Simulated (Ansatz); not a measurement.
Series SbH2X: PBE-D4/def2-TZVP single points in Ansatz on relaxed structures, gas phase. Core potentials for I, Sb, no spin–orbit coupling. Binding counts from free atoms in the multiplicity of their measured ground term, without zero-point energy. The structures are stationary points that may keep the symmetry of their start. Remarks come from the PBE and PBE0 runs and from stability tests at other levels; not every state was tested. HOMO above LUMO (over both spins in singlets and doublets, within one spin in higher multiplets; at PBE or PBE0), or a gap under 0.15 eV within one spin, warns that the state may not be the lowest or that an electron is smeared out.

```csv
species,atoms,state,geometry,HOMO (eV),LUMO (eV),gap (eV),vertical IE (eV),vertical triplet (eV),binding per atom (eV),point group (within 0.1 Å),remarks
SbH2Br,4,singlet,r2SCAN-D4/def2-TZVP,-6.44,-2.68,3.76,9.45,3.51,2.14,Cs,–
SbH2I,4,singlet,r2SCAN-D4/def2-TZVP,-6.12,-2.85,3.27,9.00,3.14,2.03,Cs,–
SbH2Cl,4,singlet,PBE0-D4/def2-TZVP,-6.57,-2.48,4.09,9.69,3.76,2.24,Cs,–
SbH2Me (CH5Sb),7,singlet,PBE0-D4/def2-TZVP,-6.03,-0.95,5.09,9.19,4.69,3.09,Cs,–
SbH2(SiH3) (SiSbH5),7,singlet,r2SCAN-D4/def2-TZVP,-6.30,-1.21,5.09,9.23,4.61,2.54,–,–
SbH2(vinyl) (C2H5Sb),8,singlet,r2SCAN-D4/def2-TZVP,-6.21,-1.39,4.82,9.22,4.42,3.54,Cs,gap within one spin near zero at PBE or PBE0 (+1 doublet)
SbH2(SMe) (CH5SSb),8,singlet,PBE-D4/def2-TZVP,-5.48,-1.90,3.58,8.60,3.69,3.13,–,–
SbH2(OMe) (CH5OSb),8,singlet,PBE0-D4/def2-TZVP,-5.79,-1.89,3.90,8.92,3.64,3.27,–,–
SbH2Et (C2H7Sb),10,singlet,PBE0-D4/def2-SVP,-5.94,-1.01,4.93,8.92,4.49,3.45,–,–
SbH2(iPr) (C3H9Sb),13,singlet,r2SCAN-D4/def2-SVP,-5.85,-1.08,4.76,8.68,4.29,3.66,Cs,–
SbH2(SiMe3) (C3H11SbSi),16,singlet,B3LYP-D4/def2-SVP,-5.68,-0.82,4.86,8.35,4.45,3.63,–,–
```

The gap (eV) runs from 3.27 (SbH2I) to 5.09 (SbH2Me). The vertical IE (eV) runs from 8.35 (SbH2(SiMe3)) to 9.69 (SbH2Cl). The vertical triplet (eV) runs from 3.14 (SbH2I) to 4.69 (SbH2Me).
